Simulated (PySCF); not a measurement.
Compound: 2,1,3-benzoselenadiazole, C6H4N2Se.
Numbering: `[cH:1]1[cH:2][cH:3][c:4]2[n:5][se:6][n:7][c:8]2[cH:9]1` (hydrogens: H10 on C1; H11 on C2; H12 on C3; H13 on C9)

Geometry (PBE0-D3(BJ)/def2-SVP, Å), atoms numbered from 1 in this order:
```
atom  x, y, z in Å
C1    -1.5286   -0.7677    0.0519
C2    -1.5240    0.6628   -0.0350
C3    -0.3598    1.3778   -0.0457
C4     0.8820    0.6738    0.0321
N5     2.0745    1.2491    0.0312
Se6    3.2709   -0.0592    0.1427
N7     2.0665   -1.3641    0.1875
C8     0.8773   -0.7858    0.1199
C9    -0.3691   -1.4862    0.1279
H10   -2.4890   -1.2888    0.0571
H11   -2.4809    1.1869   -0.0936
H12   -0.3449    2.4666   -0.1116
H13   -0.3613   -2.5751    0.1944
```

All values: B3LYP/def2-SVPD (PySCF, non-relativistic), on one gas-phase PBE0-D3(BJ)/def2-SVP geometry that isn't relaxed in the solvent. The solvent is an IEF-PCM continuum (cavity from Bondi-type radii × 1.2), and excitations are vertical TDDFT with non-equilibrium linear response and a frozen core. Specific hydrogen bonds and non-electrostatic terms are outside this model. Spin–orbit coupling is left out although an atom past zinc is present.

```
run  E − E(gas) (kcal/mol)  HOMO (eV)  HOMO–LUMO gap (eV)  dipole (D)  lowest singlet (eV)  static polarisability (au)
gas                   0.00      -6.81                4.03        1.25                 3.56                       110.4
  P                  -3.44      -6.78                4.01        1.62                 3.49                       146.9
  Q                  -2.15      -6.78                4.02        1.48                 3.50                       131.9
```

Problem. The runs were made in benzene and chloroform. Which run belongs to which solvent?

Solution. P = chloroform, Q = benzene. The dielectric constants are 2.271 (benzene), 4.711 (chloroform), and the energy falls further as ε rises. The optical constants n² used for the excitations are 2.25, 2.09 in the same order. In this model the ground state sees the solvent through ε alone.

Problem. How constant is the ratio of the lowering to (ε − 1)/(2ε + 1)?

Solution. 
```json
{"solvent": "benzene", "(ε − 1)/(2ε + 1)": "0.229", "E − E(gas) (kcal/mol)": "-2.15", "ratio (kcal/mol)": "-9.4", "polarisation term (kcal/mol)": "-2.29"}
{"solvent": "chloroform", "(ε − 1)/(2ε + 1)": "0.356", "E − E(gas) (kcal/mol)": "-3.44", "ratio (kcal/mol)": "-9.7", "polarisation term (kcal/mol)": "-3.81"}
```

The ratio changes by +3.1 % in size from benzene to chloroform. The polarisation term is half the interaction of the solute with the induced surface charges.

Cost: about 70 s of CPU time on one thread; the machine was shared, so the figure is rough. This is the whole response run at B3LYP/def2-SVPD in chloroform, SCF included.
